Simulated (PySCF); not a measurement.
# What a mistake does to a calculation on AlGeH4NO

All numbers below are calculated, not measured. They come from PySCF 2.14.0, an open-source quantum chemistry program, on an isolated molecule that a program drew, which may never have been made. The molecule is AlGeH4NO (charge 0, singlet), drawn as the SMILES string `[OH][AlH][NH][GeH]`.

Each row is a Hartree-Fock (HF) and frozen-core CCSD(T) single point in the cc-pV(D+d)Z basis, meant for a local HF minimum. Run 1 is clean. Each other run has one planted mistake out of seven kinds, and not every kind appears here: one electron removed, one electron added, multiplicity raised by two, geometry at a saddle point, minimal basis STO-3G, one bond length entered in bohr, all coordinates scaled. The reference is restricted for singlets and unrestricted otherwise, and also for a bond in bohr. Adding or removing an electron swaps singlet and doublet. Electrons count all cores. HOMO and LUMO are orbital energies over both spins, the gradient is its largest component, and the lowest frequency (negative if imaginary) is given only where the gradient is small. Bond lengths are over the 7 bonds as drawn. T1 is the CCSD diagnostic: over 0.02 (restricted) or 0.045 (unrestricted) a single reference is doubtful. Germanium has the cc-pVDZ-PP basis, with a core potential (ECP10MDF) in place of its 10 inner electrons, and its 3s, 3p and 3d shells are frozen in CCSD(T).

Geometry of the clean run:
```xyz
8
AlGeH4NO, angstrom
O    -0.6390   -2.3317   -0.5672
Al   -0.8339   -0.9336   -1.4866
N     0.4251    0.3458   -1.5334
Ge    2.0622    0.5006   -0.7172
H     0.0956   -2.5661   -0.0250
H    -2.1569   -0.7693   -2.3133
H     0.2215    1.1472   -2.1102
H     1.9748   -0.8998    0.0459
```

```
run  electrons  basis functions  <S^2>  HOMO (eV)  LUMO (eV)  gradient (hartree/bohr)  lowest frequency (cm^-1)  mean bond (Å)  longest bond (Å)      T1  HF (hartree)  CCSD(T) (hartree)                          mistake
  1         64               94  0.000      -8.99       1.09                  3.7e-05                       110         1.4904             1.836  0.0171    -667.03242         -667.58457                         no fault
  2         63               94  0.775     -16.31      -7.19                  6.3e-02                         -         1.4904             1.836  0.0245    -666.73614         -667.26869             one electron removed
  3         64               94  0.812      -8.89       1.08                  3.4e-02                         -         1.6102             1.836  0.0679    -666.88842         -667.43189  one bond length entered in bohr
  4         65               94  0.764      -0.23       6.66                  6.4e-02                         -         1.4904             1.836  0.0212    -667.01575         -667.57556               one electron added
  5         64               94  0.000      -8.68       1.43                  1.0e-01                         -         1.3607             1.676  0.0136    -666.95602         -667.49211                                ?
```

**Which mistake was planted in run 5, and what did it cost?**

The mean and the longest bond both change by the same factor, 0.913, and the gradient is no longer small. So the mistake is: all coordinates scaled. Subtracting run 1 and multiplying by 627.51 kcal/mol a hartree, the energy moved by 47.9 kcal/mol in HF and 58.0 kcal/mol in CCSD(T).

Cautions from the logs. Run 3: T1 is over the limit, so its CCSD(T) energy is less reliable; run 4: the added electron raises the CCSD(T) energy, so it isn't bound in this basis.
